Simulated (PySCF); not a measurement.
CH₂NO, SMILES O=C[NH], multiplicity 2.

Coordinates come from a PBE0-D3(BJ)/def2-TZVP optimisation. A frequency run showed that this geometry is not a minimum. The isomer is the one that the SMILES or the coordinates give; other isomers of the formula were not compared. The values are those of a single conformer.

Calculation: TDA-LC-ωPBE/def2-SVPD run with PySCF.

Vertical excitations. 

Problem. Estimate the UV-visible absorptions. (An estimate is asked for; the answer gives what the named calculation found.)

Solution. 
```json
[
 {"state": "root 1", "energy (eV)": "0.31", "λ (nm)": "3947", "f": "0.000", "main pairs": "β HOMO→LUMO 97 %"},
 {"state": "root 2", "energy (eV)": "1.97", "λ (nm)": "628", "f": "0.001", "main pairs": "β HOMO−1→LUMO 92 %"},
 {"state": "root 3", "energy (eV)": "4.72", "λ (nm)": "263", "f": "0.049", "main pairs": "α HOMO−1→LUMO 16 %, β HOMO−2→LUMO 80 %"},
 {"state": "root 4", "energy (eV)": "5.48", "λ (nm)": "226", "f": "0.000", "main pairs": "α HOMO→LUMO 42 %, β HOMO−3→LUMO 32 %, β HOMO→LUMO+2 17 %"},
 {"state": "root 5", "energy (eV)": "5.82", "λ (nm)": "213", "f": "0.000", "main pairs": "α HOMO→LUMO 53 %, β HOMO−3→LUMO 32 %, β HOMO→LUMO+2 8 %"},
 {"state": "root 6", "energy (eV)": "6.52", "λ (nm)": "190", "f": "0.003", "main pairs": "β HOMO→LUMO+2 40 %, β HOMO−4→LUMO 29 %, β HOMO−3→LUMO 16 %"},
 {"state": "root 7", "energy (eV)": "7.18", "λ (nm)": "173", "f": "0.001", "main pairs": "α HOMO−2→LUMO 87 %"},
 {"state": "root 8", "energy (eV)": "7.41", "λ (nm)": "167", "f": "0.000", "main pairs": "β HOMO−4→LUMO 62 %, β HOMO→LUMO+2 26 %"},
 {"state": "root 9", "energy (eV)": "8.09", "λ (nm)": "153", "f": "0.169", "main pairs": "α HOMO−1→LUMO 65 %, β HOMO−2→LUMO 9 %, β HOMO→LUMO+3 7 %"},
 {"state": "root 10", "energy (eV)": "8.16", "λ (nm)": "152", "f": "0.004", "main pairs": "α HOMO−2→LUMO 7 %, β HOMO−1→LUMO+2 84 %"}
]
```
Unrestricted roots are not spin-pure.
